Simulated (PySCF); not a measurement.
A geometry optimisation on `[SiH3]c1cccc2n[se]nc12`.

Computed with PBE0-D3(BJ)/def2-SVP geometry optimisation, gas phase (PySCF 2.14.0). Start geometry: GFN2-xTB. A driver script takes a list of jobs; this job's settings line and coordinates (Å) are shown.

Input:
```
{"job": {"xc": "PBE0", "basis": "def2-SVP", "d3": "d3bj", "grid": 2, "kind": "geom"}, "charge": 0, "multiplicity": 1}
Si     2.445986     0.771563    -0.241599
C      0.738689    -0.008168    -0.056315
C      0.499101    -1.355971    -0.010259
C     -0.800016    -1.898547     0.109398
C     -1.906556    -1.103935     0.185598
C     -1.725646     0.293956     0.148820
N     -2.688945     1.206196     0.217669
Se    -1.966452     2.798066     0.134170
N     -0.341317     2.161933     0.004874
C     -0.393659     0.835347     0.028369
H      3.402407    -0.336798    -0.324604
H      2.728835     1.604496     0.925427
H      2.478615     1.561215    -1.471255
H      1.333363    -2.040252    -0.071388
H     -0.908998    -2.973037     0.136770
H     -2.903007    -1.507119     0.272916
```

Output:
```
step   0  E = -3031.34943546  max force = 0.022942
step   1  E = -3031.35348312  max force = 0.003737
step   2  E = -3031.35352728  max force = 0.003571
step   3  E = -3031.35356317  max force = 0.000912
step   4  E = -3031.35356248  max force = 0.001008
step   5  E = -3031.35356735  max force = 0.000282
optimisation converged
```

Energies in Eh; «max force» is the largest Cartesian gradient component in Eh/bohr.

**Question.** How much energy does the optimisation release, in kcal/mol?

**Answer.** E(step 0) − E(last step) = 0.004132 Eh, which is 2.6 kcal/mol.

**Question.** Give the first gradient maximum in eV/Å.

**Answer.** With 1 Eh/bohr = 51.422 eV/Å, 1.180 eV/Å.

Main results: final energy -3031.35357 Eh after 5 steps; dipole 1.05 D.

Hardware: Arm Neoverse V1, one thread, no GPU (shared host). Cost: 2.2 min of wall time, 0.96 GiB resident at most.
Labels such as C1 count atoms from 1, the log's own numbers from 0.
